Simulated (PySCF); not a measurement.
Pb(H)(NMe2) (C2H7NPb), SMILES C[N](C)[PbH] (connectivity only; charge and spin as stated), neutral, multiplicity 1. The structure is a stationary point at B3LYP-D3(BJ)/def2-SVP. The def2 effective core potentials stand for the cores of Pb; spin–orbit coupling is left out.

All values below come from B3LYP-D3(BJ)/def2-SVP (PySCF 2.14.0).

Harmonic wavenumbers (cm⁻¹): 181, 227, 240, 277, 301, 309, 502, 570, 986, 1074, 1101, 1142, 1227, 1259, 1423, 1445, 1448, 1457, 1469, 1489, 1543, 2937, 2945, 2979, 2985, 3086, 3128. Rotational constants (GHz): 8.910, 1.758, 1.496; symmetry number 1.

**Question.** Work out the zero-point energy and the ideal-gas rigid-rotor harmonic-oscillator thermochemistry at 298.15 K and 1 atm.

**Answer.** ZPE = ½ Σ hcν = ½ × 37729 cm⁻¹ = 53.94 kcal/mol. H − E(el) = 58.48 kcal/mol. Entropy in cal/(mol K): translation 42.48, rotation 27.02, vibration 11.97, total 81.46. G − E(el) = 34.20 kcal/mol. Cp = 22.95 cal/(mol K).
